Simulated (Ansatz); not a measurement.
One change: `B1CO1` becomes `B1C[Te]1`.

Ansatz, PBE0-D4/def2-TZVP geometries, multiplicity 1. 

Elements past krypton have def2 core potentials.

| property | `B1CO1` |
| --- | --- |
| HOMO energy (PBE/def2-TZVPP) / eV | -6.92 |
| ideal-gas entropy at 298 K and 1 bar (rigid rotor, harmonic PBE0-D4/def2-TZVP) / J/(mol·K) | 248 |
| size of the dipole moment (B3LYP/def2-TZVPP) / D | 1.30 |
| zero-point energy (PBE0-D4/def2-TZVP) / kJ/mol | 111.0 |
| LUMO energy (PBE/def2-TZVPP) / eV | -1.44 |
| LUMO energy (ωB97M-V/def2-TZVPP) / eV | 1.48 |

What does the change do to each property? (Estimate.)

The calculation gave: 
```csv
property,`B1C[Te]1`,shift
HOMO energy (PBE/def2-TZVPP) / eV,-5.65,1.27
"ideal-gas entropy at 298 K and 1 bar (rigid rotor, harmonic PBE0-D4/def2-TZVP) / J/(mol·K)",282,34
size of the dipole moment (B3LYP/def2-TZVPP) / D,0.93,-0.37
zero-point energy (PBE0-D4/def2-TZVP) / kJ/mol,99.0,-12.0
LUMO energy (PBE/def2-TZVPP) / eV,-2.51,-1.07
LUMO energy (ωB97M-V/def2-TZVPP) / eV,0.24,-1.24
```

With PBE0 the HOMO rises by 1.72 eV and the LUMO falls by 1.24 eV, so the gap narrows by about 2.96 eV. PBE moves the HOMO by 1.27 eV and ωB97M-V by 2.05 eV. Dipoles are sizes alone; their direction can turn.

B3LYP here is the variant with VWN-RPA as its local correlation; programs differ in this.

Spin–orbit coupling is left out; it splits and shifts lone-pair levels of the heavy atoms by tenths of an eV.
